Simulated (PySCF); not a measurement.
## SeCl: mean field, correlation and small terms against distance

State: ²Π, doublet, unpaired electrons π ↑. ROHF-based CCSD(T) in PySCF 2.14 with Se cc-pVTZ-PP with ECP10, Cl cc-pV(T+d)Z and Se cc-pVQZ-PP with ECP10, Cl cc-pV(Q+d)Z (frozen core orbitals: 14; scalar-relativistic core potentials). Correlation energies are extrapolated as n⁻³ (n = 3, 4), Hartree–Fock as (n+1)·exp(−9√n). All energies in eV from Se + Cl.

```json
{"R (Å)": "1.8745", "HF/CBS": "-0.402", "CCSD corr.": "-1.306", "(T)": "-0.1717", "total": "-1.879"}
{"R (Å)": "1.9597", "HF/CBS": "-0.961", "CCSD corr.": "-1.282", "(T)": "-0.1771", "total": "-2.419"}
{"R (Å)": "2.0449", "HF/CBS": "-1.235", "CCSD corr.": "-1.264", "(T)": "-0.1833", "total": "-2.681"}
{"R (Å)": "2.1301", "HF/CBS": "-1.309", "CCSD corr.": "-1.252", "(T)": "-0.1904", "total": "-2.751"}
{"R (Å)": "2.2153", "HF/CBS": "-1.246", "CCSD corr.": "-1.246", "(T)": "-0.1986", "total": "-2.691"}
{"R (Å)": "2.3218", "HF/CBS": "-1.037", "CCSD corr.": "-1.250", "(T)": "-0.2108", "total": "-2.497"}
{"R (Å)": "2.4283", "HF/CBS": "-0.738", "CCSD corr.": "-1.265", "(T)": "-0.2256", "total": "-2.228"}
```

A fit to the total gives Re = 2.1275 Å, De = 2.751 eV, ωe = 448.7 cm⁻¹, Be = 0.1531 cm⁻¹ (masses 79.9165 and 34.9689 u).

**Question.** At R = 2.1301 Å the CCSD correlation energy is -0.349540 hartree in the smaller basis and -0.378822 in the larger. Extrapolate it.

**Answer.** (4³·E4 − 3³·E3)/(4³ − 3³) = -0.40019 hartree; the larger basis holds 94.7 % of it.

The T1 diagnostic is 0.021. The state was picked by a PBE0 search and need not be the measured ground state. Spin–orbit coupling, excitations beyond (T) and corrections to the Born–Oppenheimer picture are left out.
